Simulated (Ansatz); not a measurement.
Cost and result for the atomization energy of `C[SiH](O)[SiH3]` (12 atoms, 11 bonds).

```xyz
12

C    -0.332   -1.271    1.111
Si    0.565   -0.272   -0.188
O     1.888    0.511    0.430
Si   -0.805    1.405   -1.079
H    -0.671   -0.636    1.933
H     0.314   -2.050    1.525
H    -1.207   -1.762    0.675
H     0.987   -1.207   -1.277
H     2.633   -0.025    0.705
H    -1.258    2.343   -0.015
H    -2.015    0.782   -1.689
H    -0.100    2.184   -2.132
```

The species carries charge 0 and has multiplicity 1. All single points use the PBE0-D4/def2-TZVP geometry. It is one conformer, not always the lowest. Program: Ansatz. All runs use 4 threads of a server CPU on a shared host. Times are those of one run each, without the atoms' runs, and a repeat can differ threefold. Electronic energies, without spin–orbit coupling; frozen cores. CCSD(T)/CBS adds CCSD(T) − MP2 in def2-TZVPP to the MP2 limit, and its time is that of the two runs behind it. T1 = 0.012. B3LYP takes the VWN-RPA correlation (the form of Gaussian; ORCA's B3LYP/G). HSE06 is the plane-wave form, built on full-range PBE exchange.

CCSD(T)/CBS is a level of theory with its own doubt, some kJ/mol a heavy atom from the limit and from the frozen cores, so smaller differences don't rank the functionals.

```
                             level  functions  wall time
   PBE-D4/def2-TZVPP (with forces)        258      2.7 s
                BLYP-D4/def2-TZVPP        258      2.7 s
                PBE0-D4/def2-TZVPP        258      3.1 s
               BHLYP-D4/def2-TZVPP        258      3.4 s
                  CCSD(T)/def2-SVP        104      3.6 s
               HSE06-D4/def2-TZVPP        258      3.6 s
r2SCAN-D4/def2-TZVPP (with forces)        258      4.6 s
 B3LYP-D4/def2-TZVPP (with forces)        258        5 s
                 B2PLYP/def2-TZVPP        258        6 s
                ωB97X-V/def2-TZVPP        258      8.5 s
                    MP2/def2-QZVPP        494       40 s
                CCSD(T)/def2-TZVPP        258    2.1 min
                 CCSD(T)/CBS(def2)          –    2.8 min
```

Question: What atomization energy does each give, and how far from CCSD(T)/CBS? (Estimate.)

Answer: Ansatz gave: 
| level | atomization (kJ/mol) | difference from CCSD(T)/CBS | per bond |
| --- | --- | --- | --- |
| PBE-D4/def2-TZVPP (with forces) | 4083.5 | -14.2 | -1.3 |
| BLYP-D4/def2-TZVPP | 4049.4 | -48.3 | -4.4 |
| PBE0-D4/def2-TZVPP | 4050.2 | -47.5 | -4.3 |
| BHLYP-D4/def2-TZVPP | 4009.7 | -88.0 | -8.0 |
| CCSD(T)/def2-SVP | 3821.4 | -276.3 | -25.1 |
| HSE06-D4/def2-TZVPP | 4052.1 | -45.6 | -4.1 |
| r2SCAN-D4/def2-TZVPP (with forces) | 4086.5 | -11.2 | -1.0 |
| B3LYP-D4/def2-TZVPP (with forces) | 4081.3 | -16.4 | -1.5 |
| B2PLYP/def2-TZVPP | 4034.6 | -63.1 | -5.7 |
| ωB97X-V/def2-TZVPP | 4107.3 | 9.6 | 0.9 |
| MP2/def2-QZVPP | 4065.4 | -32.3 | -2.9 |
| CCSD(T)/def2-TZVPP | 3993.7 | -104.0 | -9.5 |
| CCSD(T)/CBS(def2) | 4097.7 | 0.0 | 0.0 |

Leaving LDA and LC-ωPBE aside and taking each functional with its dispersion term where it has one, the values spread over 97.7 kJ/mol, from BHLYP-D4 to ωB97X-V. LDA lies +498.1 kJ/mol from PBE without D4, its usual overbinding. From r2SCAN to r2SCAN0 (25 % exact exchange), in def2-TZVPP and without D4, the atomization energy moves by −41.3 kJ/mol: exact exchange takes away binding that semilocal exchange gives to molecules. In def2-TZVPP, CCSD(T) changes the Hartree–Fock value by +920.4 kJ/mol (the triples alone add +41.0 kJ/mol) and MP2 by +930.0 kJ/mol; breaking electron pairs costs correlation energy, which Hartree–Fock lacks.
